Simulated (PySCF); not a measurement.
C₅H₁₂Si, SMILES CCC/C=C\[SiH3]. Geometry: PBE-D3(BJ)/def2-SVP. The structure was generated by enumeration; whether it is a known compound was not checked. One conformer was computed; it need not be the lowest.

Computed equilibrium geometry at PBE-D3(BJ)/def2-SVP (PySCF confirms it by a frequency run) as Cartesian coordinates in Å (one conformer of several):
```xyz
18

C     -2.8778    -0.9364     0.4418
C     -1.7119    -0.9536    -0.5484
C     -0.9143     0.3669    -0.6229
C     -0.2490     0.7511     0.6692
C      1.0807     0.7100     0.9166
Si     2.4005     0.1784    -0.3176
H     -2.5322    -0.7937     1.4859
H     -3.4440    -1.8888     0.4108
H     -3.5913    -0.1168     0.2124
H     -1.0100    -1.7758    -0.2896
H     -2.0939    -1.1839    -1.5662
H     -1.6079     1.1832    -0.9290
H     -0.1553     0.2852    -1.4308
H     -0.9275     1.0747     1.4817
H      1.4230     1.0085     1.9242
H      3.7377     0.1617     0.3716
H      2.1373    -1.2002    -0.8684
H      2.4910     1.1193    -1.4930
```
Charge 0, spin multiplicity 1.
